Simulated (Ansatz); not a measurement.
Species: C6H16Sn, SMILES `C[CH2][Sn]([CH3])([CH3])[CH2]C` (C–C–Sn–C torsion -60°, C–Sn–C–C torsion 60°) (charge 0, multiplicity 1).

**Question.** Give a relaxed geometry from B3LYP-D3(BJ)/def2-SVP (Ansatz, a quantum-chemistry and plane-wave program).

**Answer.** Several could match; the one computed here: the end point of this relaxation, one of several conformers (outside a Z-matrix the atoms follow the SMILES, hydrogens last).
Z-matrix (Å, degrees):
```
Sn
C 1 2.1767
H 2 1.1003 1 110.33
H 2 1.1003 3 108.62 1 -120.80
H 2 1.1004 3 108.71 4 -118.09
C 1 2.1777 2 109.29 3 -58.72
H 6 1.1003 1 110.23 2 -63.29
H 6 1.1003 7 108.62 1 -121.03
H 6 1.1003 7 108.61 8 -118.05
C 1 2.1858 2 110.66 3 61.55
H 10 1.1026 1 107.49 2 -56.84
H 10 1.1026 11 106.49 1 -114.88
C 10 1.5304 11 110.97 12 -120.87
H 13 1.1029 10 111.73 11 -61.15
H 13 1.1029 14 107.01 10 122.61
H 13 1.1042 14 107.01 15 114.43
C 1 2.1865 2 109.18 3 -177.38
H 17 1.1028 1 107.44 2 -178.27
H 17 1.1028 18 106.49 1 -114.91
C 17 1.5305 18 110.90 19 -120.82
H 20 1.1030 17 111.72 18 178.98
H 20 1.1030 21 107.00 17 -122.58
H 20 1.1042 21 107.01 22 -114.42
```
